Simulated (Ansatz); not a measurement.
Au₂Br was relaxed with PBE-D4 (def2-TZVP) in Ansatz in these states: neutral doublet, neutral quartet. The geometries follow in no particular order.

In the def2 sets Au takes a core potential; there is no spin–orbit coupling.

A:

```
atom    x (Å)    y (Å)    z (Å)
 Au1   1.5308  -0.1713   0.0433
 Au2  -0.7697  -0.1478  -1.3266
 Br3  -0.7611   0.3191   1.2833
```

B:

```
atom    x (Å)    y (Å)    z (Å)
 Au1   0.0146  -0.3845  -0.0349
 Au2  -1.7578   0.6292  -1.5610
 Br3   1.7432  -0.2447   1.5958
```

Q: Judge from the bond lengths which geometry belongs to which state (an estimate).

A: A is the neutral quartet (Au1–Br3 2.652 Å, Au1–Au2 2.678 Å); B is the neutral doublet (Au1–Br3 2.380 Å, Au1–Au2 2.549 Å).

At PBE0-D4/def2-TZVP a doublet lies 2.18 eV below the neutral quartet. These are the stationary points nearest to one start from a short search; other shapes may lie lower in each state.
